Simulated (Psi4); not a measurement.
Setting up InICl2 (SMILES [Cl][In]([Cl])[I]) in Psi4

The species is InICl2 (4 atoms), meant as a singlet with charge 0. As SMILES, `[Cl][In]([Cl])[I]`. The shape was relaxed beforehand at PBE0/def2-TZVP.

```
atom    x (Å)    y (Å)    z (Å)
  Cl  -1.7440  -1.1402   0.9932
  In   0.0328  -0.0556   0.0119
  Cl   2.1292  -0.7393   0.6705
   I  -0.3102   1.8462  -1.7516
```

Settings wanted:

* task: energy
* method: CCSD(T)
* basis set: def2-TZVPP
* reference: RHF
* relativity: none
* integrals: df
* fitting correlation: density fitting
* integral approximation: program's default
* core potential: def2
* frozen core orbitals: 18
* symmetry: c1
* threads: 2
* cc type: df

**Question.** Write the Psi4 1.11 input and the command.

**Answer.** This one ran through:

calc.dat:
```
memory 4400 MB

molecule {
  0 1
  Cl    -3.29563890    -2.15462793     1.87681930
  In     0.06193010    -0.10508200     0.02245939
  Cl     4.02364077    -1.39709909     1.26705192
  I     -0.58628375     3.48883505    -3.31001026
  units au
  symmetry c1
}

set globals {
  scf_type df
  num_frozen_docc 18
  cc_type df
}

result, w = energy("ccsd(t)/def2-TZVPP", return_wfn=True)
```

```bash
$ psi4 -n 2 calc.dat calc.out
```

Calculated total energy: -1406.24010 Eh.
